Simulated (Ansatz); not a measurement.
Input (FCI/cc-pV(D+d)Z; Ansatz, a first-principles code): A basis named .json is the Basis Set Exchange file of that set.

Ansatz 0.2 input:
```yaml
crystal:
  periodic: [false, false, false]
  atoms:
    - {symbol: Al, position_ang: [-0.01661299, -0.05401206, -0.05441974]}
    - {symbol: H, position_ang: [0.61015751, 0.25512312, 1.46491593]}
    - {symbol: H, position_ang: [-0.05068751, 1.56382303, 0.36775940]}
    - {symbol: H, position_ang: [-0.34350116, -1.11678931, -1.12521869]}
basis:
  gaussian:
    orbitals: cc-pV_D+d_Z.json
total_charge: 1
magnetization: {spin_polarized: true, initial_magnetization: 1}
correlation: {method: fci, electrons: outside_noble_gas}
```

Output:

```
Functional definition: HF
integrals: 0.02 GiB planned
718 factors; integrals over basis functions are off by at most 2.6e-7 eV
mean field: 0.09 GiB planned
mean field evaluation 1: about -6619.3418 eV, gradient 6.4e0 eV
mean field evaluation 2: about -6619.3419 eV, gradient 6.4e0 eV
mean field evaluation 4: about -6619.8758 eV, gradient 6.2e-1 eV
mean field evaluation 8: about -6619.8870 eV, gradient 3.0e-3 eV
mean field -6619.88699673 eV, -243.2763600092 hartree, gradient 3.2e-6 eV, S^2 0.783324; 0 other end points of the search recorded, 0 dependent functions left out
5 core orbitals not correlated
reference -6619.65833847 eV, -243.2679569731 hartree; 3, 2 occupied and 30, 31 virtual orbitals, 718 factors
configuration interaction: 0.63 GiB planned
state -6622.07263562 eV, -243.3566807569 hartree
Total energy: -6622.07263562 eV, -243.3566807569 hartree
```

The determinant is spin-contaminated: <S^2> is 0.78, 0.03 over the pure value.
